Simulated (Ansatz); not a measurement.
A nudged elastic band was laid between two geometries of a periodic cell of 17 atoms, CuSi16 (host Si, host structure diamond, interstitial Cu), cell charge +1.

Level of theory: DFT PBE, scalar-relativistic, plane waves, PAW in Ansatz 0.2.0. Settings: PAW set soft_1, cutoff 420 eV, k mesh 2x2x2, fermi-dirac smearing 0.02 eV, no spin polarisation.

```yaml
movable_images: 4
climbing_image: no
spring: 5.0 eV/Å²
optimiser: quadratic models (default)
start_path: default
force_threshold: 0.05 eV/Å
iteration_limit: 50
end_points: relaxed
```

Initial state:

```xyz
17
Lattice="0.0000 5.4300 5.4300 5.4300 0.0000 5.4300 5.4300 5.4300 0.0000" Properties=species:S:1:pos:R:3
Si -0.034 0.036 -0.055
Si 1.407 1.411 1.280
Si 2.900 2.533 -0.098
Si 4.022 4.026 1.280
Si 2.763 0.000 2.751
Si 3.995 1.438 4.112
Si 5.433 2.670 2.751
Si 6.901 3.962 4.155
Si 0.052 2.746 2.651
Si 1.334 4.099 4.062
Si 2.687 5.381 2.651
Si 4.208 6.654 3.914
Si 2.660 2.773 5.472
Si 4.072 4.100 6.778
Si 5.503 5.360 5.425
Si 6.763 6.791 6.778
Cu 5.768 5.094 2.433
```

Final state:

```xyz
17
Lattice="0.0000 5.4300 5.4300 5.4300 0.0000 5.4300 5.4300 5.4300 0.0000" Properties=species:S:1:pos:R:3
Si 0.025 0.025 -0.006
Si 1.393 1.391 1.305
Si 2.795 2.796 0.050
Si 4.131 4.132 1.408
Si 2.770 -0.053 2.639
Si 4.101 1.305 4.012
Si 5.455 2.717 2.714
Si 6.790 4.024 4.112
Si -0.052 2.768 2.642
Si 1.306 4.100 4.013
Si 2.716 5.456 2.715
Si 4.024 6.790 4.113
Si 2.578 2.578 5.276
Si 3.894 3.890 6.685
Si 5.322 5.324 5.515
Si 6.718 6.718 6.791
Cu 6.449 6.445 3.783
```

(1) What changes between the two ends?

(2) What energy profile does the band end with?

(3) What is the geometry of the highest image?

Answers

(1) Contacts lost: Si1–Cu17, Si4–Cu17, Si7–Cu17. Contacts made: Si13–Cu17. The atom that moves furthest is Cu17, by 2.03 Å.

(2) The forces met the threshold. The highest image is number 4 of 0 to 5, 0.042 eV above the ends, which have the same energy within 2 meV. No image climbed, so the highest image needn't sit at the top of the path. Limits of this set-up: coarse k mesh, charged cell in a uniform background, uncorrected.

```json
{"image": "0", "path coordinate (Å)": "0.00", "energy (eV)": "0.000", "Si1–Cu17 (Å)": "2.54", "Si4–Cu17 (Å)": "2.35", "Si7–Cu17 (Å)": "2.47"}
{"image": "1", "path coordinate (Å)": "0.54", "energy (eV)": "0.009", "Si1–Cu17 (Å)": "2.88", "Si4–Cu17 (Å)": "2.40", "Si7–Cu17 (Å)": "2.51"}
{"image": "2", "path coordinate (Å)": "1.08", "energy (eV)": "0.007", "Si1–Cu17 (Å)": "3.03", "Si4–Cu17 (Å)": "2.53", "Si7–Cu17 (Å)": "2.82"}
{"image": "3", "path coordinate (Å)": "1.63", "energy (eV)": "0.013", "Si1–Cu17 (Å)": "3.22", "Si4–Cu17 (Å)": "2.87", "Si7–Cu17 (Å)": "3.22"}
{"image": "4", "path coordinate (Å)": "2.17", "energy (eV)": "0.042", "Si1–Cu17 (Å)": "3.61", "Si4–Cu17 (Å)": "3.44", "Si7–Cu17 (Å)": "3.62"}
{"image": "5", "path coordinate (Å)": "2.72", "energy (eV)": "0.000", "Si1–Cu17 (Å)": "4.04", "Si4–Cu17 (Å)": "4.05", "Si7–Cu17 (Å)": "4.00"}
```

(3) 
```xyz
17
Lattice="0.0000 5.4300 5.4300 5.4300 0.0000 5.4300 5.4300 5.4300 0.0000" Properties=species:S:1:pos:R:3
Si 0.050 0.024 -0.020
Si 1.403 1.423 1.260
Si 2.883 2.816 0.109
Si 4.188 4.183 1.476
Si 2.772 -0.076 2.647
Si 4.090 1.286 4.008
Si 5.480 2.688 2.747
Si 6.838 3.970 4.141
Si -0.058 2.783 2.612
Si 1.298 4.059 4.018
Si 2.684 5.453 2.745
Si 4.006 6.812 4.096
Si 2.590 2.558 5.276
Si 3.900 3.927 6.634
Si 5.382 5.330 5.498
Si 6.734 6.732 6.782
Cu 6.179 6.169 3.453
```

Run time: 4.9 min on 1 thread of Arm Neoverse V1, on a shared host, peak memory 0.81 GiB.
